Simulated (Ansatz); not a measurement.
Ideal-gas functions of BrCl$_{2}$FSn, SMILES `[F][Sn]([Cl])([Cl])[Br]` at 400 K and 1 bar, from an Ansatz frequency run at PBE0-D4/def2-TZVP.

Molar mass 288.52 g/mol, point group Cs (symmetry number 1), electronic degeneracy 1, moments of inertia 366.471, 602.121, 736.022 u Å². Harmonic wavenumbers (cm⁻¹, unscaled): 83, 93, 115, 150, 154, 275, 391, 410, 651.

Use S(trans) = R[1.5 ln M + 2.5 ln T − 1.1517]; rotational temperatures θ = 24.2544 K / I; S(rot) = R[ln(√π/σ · √(T³/θAθBθC)) + 1.5]; for each mode x = 1.438777 ν̃/T, S = R[x/(eˣ − 1) − ln(1 − e⁻ˣ)] and H = RT x/(eˣ − 1); 1 cm⁻¹ = 0.0119627 kJ/mol; R = 8.31446 J/(mol·K).

By hand: the entropy, in J/(mol·K).

Translation 185.6. Rotation: θ = 0.0662, 0.0403, 0.033 K, giving 130.8. Vibration, mode by mode: 18.40, 17.46, 15.71, 13.54, 13.33, 8.74, 6.13, 5.80, 2.91, in all 102.0. Electronic 0.0. Sum 418.4 J/(mol·K).

By hand: H − E and G − E in kJ/mol, counted from the electronic energy.

Zero-point energy ½ × 2322 × 0.0119627 = 13.9; thermal vibration 19.1; translation, rotation and pV give 4 RT = 13.3. H − E = 46.3 kJ/mol, and G − E = 46.3 − 400 × 418.4/1000 = -121.1 kJ/mol.

Vibration gives 24 % of the entropy, 51.6 J/(mol·K) of it from the modes under 150 cm⁻¹: soft modes count most, and the harmonic formula is weakest for them.
